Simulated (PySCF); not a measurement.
C2H8O2Si2, SMILES O[Si@H]1C[SiH2]CO1. Atoms are numbered in the order given.

```xyz
14

O      2.3789     0.3368     0.3931
Si     1.0347     0.2239    -0.5977
C      0.0480    -1.3866    -0.4400
Si    -1.4554    -0.8546     0.5839
C     -1.4637     1.0152     0.1095
O     -0.1124     1.3958    -0.1714
H      2.1902     0.3568     1.3477
H      1.5832     0.4841    -1.9630
H      0.6404    -2.2073     0.0102
H     -0.2782    -1.7167    -1.4499
H     -2.7427    -1.5637     0.2573
H     -1.1678    -1.0130     2.0552
H     -1.8588     1.6592     0.9249
H     -2.1130     1.1979    -0.7792
```

The structure is a stationary point at PBE-D3(BJ)/def2-SVP. The structure was generated by enumeration; whether it is a known compound was not checked. The values are those of a single conformer.

Two levels are set side by side: PBE/pcSseg-1 (PySCF) and PBE0/pcSseg-1 (PySCF). GIAO shifts against H2O (¹⁷O), TMS (²⁹Si), TMS (¹H), TMS (¹³C) at the same level; non-relativistic, no solvent, atoms listed together averaged. Differences are taken from unrounded values.

```
quantity                PBE
--------------------  -----
δ(¹⁷O) of O1 (ppm)     83.1
δ(²⁹Si) of Si2 (ppm)    9.8
δ(¹³C) of C3 (ppm)     -2.5
δ(²⁹Si) of Si4 (ppm)  -35.9
δ(¹³C) of C5 (ppm)     61.2
δ(¹⁷O) of O6 (ppm)     84.2
δ(¹H) of H7 (ppm)      2.00
δ(¹H) of H8 (ppm)      5.57
```

**Question.** These are the PBE values. What does PBE0 give? (Estimate from the structure and the level; the computed values follow.)

**Answer.** 
```json
[
 {"quantity": "δ(¹⁷O) of O1 (ppm)", "PBE0": "71.4", "PBE minus PBE0": "11.7"},
 {"quantity": "δ(²⁹Si) of Si2 (ppm)", "PBE0": "8.6", "PBE minus PBE0": "1.1"},
 {"quantity": "δ(¹³C) of C3 (ppm)", "PBE0": "-4.1", "PBE minus PBE0": "1.6"},
 {"quantity": "δ(²⁹Si) of Si4 (ppm)", "PBE0": "-33.1", "PBE minus PBE0": "-2.8"},
 {"quantity": "δ(¹³C) of C5 (ppm)", "PBE0": "58.1", "PBE minus PBE0": "3.1"},
 {"quantity": "δ(¹⁷O) of O6 (ppm)", "PBE0": "64.5", "PBE minus PBE0": "19.8"},
 {"quantity": "δ(¹H) of H7 (ppm)", "PBE0": "2.07", "PBE minus PBE0": "-0.07"},
 {"quantity": "δ(¹H) of H8 (ppm)", "PBE0": "5.35", "PBE minus PBE0": "0.22"}
]
```

Rough cost on one machine, each run with all the roots and properties that it gave: PBE0 against PBE within a factor of 2.
